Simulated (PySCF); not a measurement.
Cost of excited-state runs on `C(O)CCBr`, C$_{3}$H$_{7}$BrO

Molfile (atoms numbered from 1):
```
C3H7BrO
     RDKit          3D

 12 11  0  0  0  0  0  0  0  0999 V2000
   -1.7800    0.4996    0.3688 O   0  0  0  0  0  0  0  0  0  0  0  0
   -1.0138   -0.3027   -0.7319 C   0  0  0  0  0  0  0  0  0  0  0  0
    0.3198   -0.5373   -0.0092 C   0  0  0  0  0  0  0  0  0  0  0  0
    1.2718    0.6071   -0.5091 C   0  0  0  0  0  0  0  0  0  0  0  0
    3.0697    0.3611    0.2819 Br  0  0  0  0  0  0  0  0  0  0  0  0
   -2.6022    1.1036   -0.2379 H   0  0  0  0  0  0  0  0  0  0  0  0
   -1.5390   -1.1825   -0.9085 H   0  0  0  0  0  0  0  0  0  0  0  0
   -1.0739    0.1659   -1.7280 H   0  0  0  0  0  0  0  0  0  0  0  0
    0.9968   -1.4802   -0.2832 H   0  0  0  0  0  0  0  0  0  0  0  0
    0.0374   -0.5285    1.1651 H   0  0  0  0  0  0  0  0  0  0  0  0
    0.9924    1.7777   -0.3493 H   0  0  0  0  0  0  0  0  0  0  0  0
    1.4556    0.4183   -1.6247 H   0  0  0  0  0  0  0  0  0  0  0  0
  1  2  1  0
  2  3  1  0
  3  4  1  0
  4  5  1  0
  1  6  1  0
  2  7  1  0
  2  8  1  0
  3  9  1  0
  3 10  1  0
  4 11  1  0
  4 12  1  0
M  END
```

PySCF with density fitting, on 1 thread of an Arm Neoverse N1, shared host. Command: `OMP_NUM_THREADS=1 python excited_run.py task.json out`

(1) How long does this run take, and how much memory?
- magnetisability and related constants, CAM-B3LYP/pcSseg-1; writes grids

Answers

(1) 
```
                                  run               level  basis functions  wall time  peak memory (GiB)
magnetisability and related constants  CAM-B3LYP/pcSseg-1              144       48 s               0.83
```
Times from a shared host are rough.
